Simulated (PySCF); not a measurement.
PySCF 2.14 output of a UHF calculation on a single atom or ion in aug-cc-pCVTZ-DK (8s7p5d3f, 75 functions), with scalar relativity by spin-free X2C-1e:

```
SCF conv_tol = 1e-09
number electrons alpha = 10  beta = 7
cycle= 1 E= -527.489773524426  delta_E= -0.0119  |g|= 0.0485  |ddm|= 0.0781
cycle= 2 E= -527.491175493979  delta_E= -0.0014  |g|= 0.018  |ddm|= 0.0296
cycle= 3 E= -527.491408807706  delta_E= -0.000233  |g|= 0.00148  |ddm|= 0.02
cycle= 4 E= -527.491410683751  delta_E= -1.88e-06  |g|= 0.000329  |ddm|= 0.00291
cycle= 5 E= -527.491410760691  delta_E= -7.69e-08  |g|= 9.39e-05  |ddm|= 0.000546
cycle= 6 E= -527.491410768862  delta_E= -8.17e-09  |g|= 1.01e-05  |ddm|= 0.000208
cycle= 7 E= -527.491410768965  delta_E= -1.03e-10  |g|= 1.94e-06  |ddm|= 1.97e-05
converged SCF energy = -527.491410768965  <S^2> = 3.7643213  2S+1 = 4.0071542
```

The run itself started from symmetry-adapted Hartree-Fock orbitals and held the occupation by maximum overlap, so the iterations belong to that start.

Problem. Which element, charge and spin multiplicity is this?

Solution. Ar⁺ (argon, charge +1), multiplicity 4; the state was [Ne] 3s2 3p4 3d1, one real determinant (an excited configuration).

⟨L²⟩ = 8.07 against 12 for a pure F term, so this real determinant mixes terms. The outer electron is Rydberg-like, and this basis confines it to a smaller radius and binds it less than a complete one would.
